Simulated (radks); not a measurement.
Removal energies from the selenium ion Se2+, [Ar] 3d10 4s2 4p(1/2: 2, 3/2: 0), by Delta-SCF beside the eigenvalue of the level emptied. Calculated with a radial shooting solver on a logarithmic mesh with Libxc functionals: Dirac Kohn-Sham, BLYP, spin-unpolarised, spherical densities, finite nucleus; Fermi nuclear charge, rms radius of each element as measured or else 0.836 A^(1/3) + 0.57 fm. Sub-shells are occupied by j as written (lower j first in brackets).

removed from,final configuration,Delta-SCF (eV),-eigenvalue (eV)
4p1/2,"[Ar] 3d10 4s2 4p(1/2: 1, 3/2: 0)",31.125,25.626
4s1/2,"[Ar] 3d10 4s1 4p(1/2: 2, 3/2: 0)",43.678,37.443
3d5/2,"[Ar] 3d(3/2: 4, 5/2: 5) 4s2 4p(1/2: 2, 3/2: 0)",88.105,75.086
3d3/2,"[Ar] 3d(3/2: 3, 5/2: 6) 4s2 4p(1/2: 2, 3/2: 0)",89.058,75.984
